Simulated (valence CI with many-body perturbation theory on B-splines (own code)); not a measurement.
Level structure of Co XXII

Method: configuration interaction combined with many-body perturbation theory (CI+MBPT): four valence electrons over a frozen Dirac-Fock core [He], a basis of 11 s, 11 p, 10 d, 8 f, 5 g, 2 h functions for each j, with the one-electron correlation potential Σ1 (screened to all orders), the two-electron term Σ2, the three-electron term Σ3, Breit, model QED; selected single and double excitations, second order for the rest, scaled by the run's own slope (own B-spline code, finite nucleus).

No measured spectrum was set against this ion. As an estimate, levels of excited configurations hold to 0.05 to 0.15 % of their energy, terms of the ground configuration to about 0.5 %. Among the levels kept, up to 1100 cm⁻¹ of a level comes from second order outside the variational space, and about a tenth of that is noise between levels of different J, which matters for small intervals.

Levels 181 to 195 of 195, with energies above the lowest level, 2s²2p² ³P_0. "Leading %" is the weight of the configuration and term that name the level; weights of strongly mixed levels are sums over their largest components and can fall short, so below about 35 % the name and the second component can differ from the true leading terms, or belong to a minority configuration. In the jj column 3d3/2^4 stands for four electrons in 3d with j = 3/2. Lifetimes count E1, E2, E3, M1 and M2 decay at the calculated energies, and are blank where another channel may lead or the interval is too uncertain; long ones can be off by a factor of two.

```
No.  Configuration  Term  J  E (eV)  Leading %      g                  Leading jj  Lifetime
181          2p³3d   ⁵D°  3  1261.4         84  1.451  2p1/2^2 2p3/2 3d3/2 (32 %)   6.03 ps
182          2p³3d   ⁵D°  2  1261.4         85  1.440  2p1/2^2 2p3/2 3d3/2 (47 %)   1.57 ps
183          2p³3p    ³D  3  1261.4         43  1.157  2p1/2 2p3/2^2 3p3/2 (88 %)    279 fs
184          2p³3d   ⁵D°  0  1261.5         91         2p1/2^2 2p3/2 3d3/2 (48 %)   3.60 ps
185          2p³3d   ⁵D°  1  1261.5         91  1.468  2p1/2^2 2p3/2 3d3/2 (45 %)   1.63 ps
186          2p³3p    ³F  4  1262.0         96  1.247  2p1/2 2p3/2^2 3p3/2 (96 %)    321 fs
187          2p³3d   ⁵D°  4  1262.0         89  1.467  2p1/2^2 2p3/2 3d5/2 (52 %)   17.3 ps
188          2p³3s   ³P°  2  1262.5         71  1.434           2p3/2^3 3s (84 %)    383 fs
189          2p³3s   ¹P°  1  1265.9         65  1.045           2p3/2^3 3s (80 %)    246 fs
190          2p³3p    ³P  0  1265.9         91         2p1/2^2 2p3/2 3p3/2 (64 %)    235 fs
191          2p³3d   ³D°  2  1268.0         69  1.123  2p1/2^2 2p3/2 3d5/2 (59 %)    261 fs
192          2p³3p    ³P  1  1270.0         77  1.508  2p1/2 2p3/2^2 3p3/2 (78 %)    220 fs
193          2p³3p    ³P  2  1270.1         89  1.452  2p1/2 2p3/2^2 3p1/2 (66 %)    159 fs
194          2p³3d   ³D°  3  1271.9         77  1.284  2p1/2 2p3/2^2 3d5/2 (46 %)    142 fs
195          2p³3d   ³D°  1  1272.3         94  0.546  2p1/2 2p3/2^2 3d5/2 (46 %)    135 fs
```

Names give the largest LS component (configuration and term), which can be under half, so a name can repeat, a term be missing and a line seem to break the LS rules; names also repeat where a configuration has a term twice.
